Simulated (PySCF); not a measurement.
C₄H₇Cl, SMILES C(=C(C)C)Cl. Coordinates come from a PBE-D3(BJ)/def2-SVP optimisation.

These are PySCF with PBE-D3(BJ)/def2-SVP values and carry that method's errors.

Harmonic wavenumbers (cm⁻¹): 128, 177, 231, 254, 346, 434, 467, 771, 777, 865, 930, 952, 1040, 1045, 1173, 1274, 1344, 1347, 1391, 1395, 1407, 1412, 1664, 2952, 2960, 3021, 3025, 3070, 3091, 3134. Rotational constants (GHz): 8.331, 2.208, 1.785; symmetry number 1.

Question: Work out the zero-point energy and the ideal-gas rigid-rotor harmonic-oscillator thermochemistry at 298.15 K and 1 atm.

Answer: ZPE = ½ Σ hcν = ½ × 42077 cm⁻¹ = 60.15 kcal/mol. H − E(el) = 64.80 kcal/mol. Entropy in cal/(mol K): translation 39.42, rotation 26.68, vibration 12.89, total 79.00. G − E(el) = 41.25 kcal/mol. Cp = 24.20 cal/(mol K). Modes under 150 cm⁻¹ make the vibrational entropy uncertain.
